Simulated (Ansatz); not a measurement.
`[GeH2]1[GeH2][Se]1`, relaxed with RKS PBE-D4/def2-SVP in Ansatz from a rough embedded geometry. The force threshold is 0.03 eV/Å; the program also tests the step.

Charge 0, multiplicity 1.

Start:

```xyz
7

Ge    0.857    0.348    0.710
Ge   -0.795   -0.240   -0.842
Se   -1.035   -0.869    1.448
H     0.886    1.797    1.097
H     2.166   -0.568    0.653
H    -1.669    0.950   -1.261
H    -0.410   -1.419   -1.805
```

Problem. By how much does the energy fall, and how many steps does the optimiser take? (Best estimate.)

Solution. The calculation gave: 5.03 kcal/mol, in 3 steps.

Problem. Which bonds change most? (Estimate.)

Solution. Computed: Ge1–H5 from 1.599 to 1.548 Å; Ge1–H4 from 1.500 to 1.548 Å; Ge1–Se3 from 2.367 to 2.412 Å; Ge1–Ge2 from 2.341 to 2.378 Å.

Problem. Give the relaxed structure. (Estimate.)

Solution. Computed: 
```xyz
7

Ge    0.919    0.347    0.684
Ge   -0.768   -0.223   -0.892
Se   -1.038   -0.856    1.419
H     1.036    1.781    1.256
H     2.236   -0.462    0.784
H    -1.791    0.827   -1.388
H    -0.593   -1.415   -1.864
```
